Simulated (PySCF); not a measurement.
Geometry (Å), atoms numbered from 1 in this order:
```xyz
17

C    -1.8966    1.0511    0.5590
O    -1.2764   -0.0864    1.0929
C    -0.9969   -1.0599    0.1166
C     0.0634   -2.0924    0.5610
Si    0.6429   -0.9620   -0.8205
O     1.6549    0.2472   -0.4659
Si    2.1040    1.4482    0.5434
H    -2.8742    0.8031    0.1248
H    -2.0328    1.7524    1.3803
H    -1.2758    1.5100   -0.2215
H    -1.9076   -1.4745   -0.3210
H     0.4172   -1.9402    1.5717
H    -0.2026   -3.1246    0.3830
H     0.8712   -1.3364   -2.1938
H     1.5600    2.6753   -0.0388
H     1.5803    1.2051    1.8819
H     3.5621    1.3962    0.4863
```

Calculated, not measured (PySCF 2.14): NMR shieldings at PBE0/pcSseg-1/GIAO, geometry: GFN2-xTB. Non-relativistic, single conformer, averaged over atoms made equivalent by symmetry, fast rotation or ring inversion, no solvent model.

Shifts are taken against calculated references (same method and geometry level): $^{13}$C (186.93 ppm) and $^{1}$H (31.72 ppm) and $^{29}$Si (349.16 ppm) vs TMS; $^{17}$O (336.08 ppm) against H2O.

```tsv
atoms	nucleus	count	Hirshfeld charge	δ (ppm)
H8/H9/H10	$^{1}$H	3	0.04	3.59
C3	$^{13}$C	1	-0.06	?
O2	$^{17}$O	1	-0.13	24.9
C4	$^{13}$C	1	-0.19	?
H14	$^{1}$H	1	-0.06	4.86
H13	$^{1}$H	1	0.04	0.96
Si5	$^{29}$Si	1	0.39	-77.9
O6	$^{17}$O	1	-0.30	-25.0
Si7	$^{29}$Si	1	0.40	-37.8
H15/H16/H17	$^{1}$H	3	-0.08	?
C1	$^{13}$C	1	-0.04	63.9
H11	$^{1}$H	1	0.03	?
H12	$^{1}$H	1	0.05	1.28
```

Estimate the values marked ?.

Answers


- C3: 66.5 ppm, three-membered-ring carbon; the inductive effect lowers its shielding
- C4: 10.2 ppm, three-membered-ring carbon; carbons of three-membered rings are unusually shielded
- H15/H16/H17: 5.04 ppm, hydrogen on a silicon bonded to O
- H11: 3.56 ppm, hydrogen on a three-membered-ring carbon; its carbon carries O, hence the downfield position

Shifts are as computed. Against solution values, carbons near 30 ppm lie about +3 ppm off and those near 130 ppm about +5 ppm. Of 1211 compounds with measured shifts, 218 miss one by over three times the rms of a fit or turn the order of signals round; such compounds aren't used in these exercises. Experimental scales use liquid or dissolved standards, which lie at an offset from isolated H2O (liquid H2O: subtract about 36 ppm).
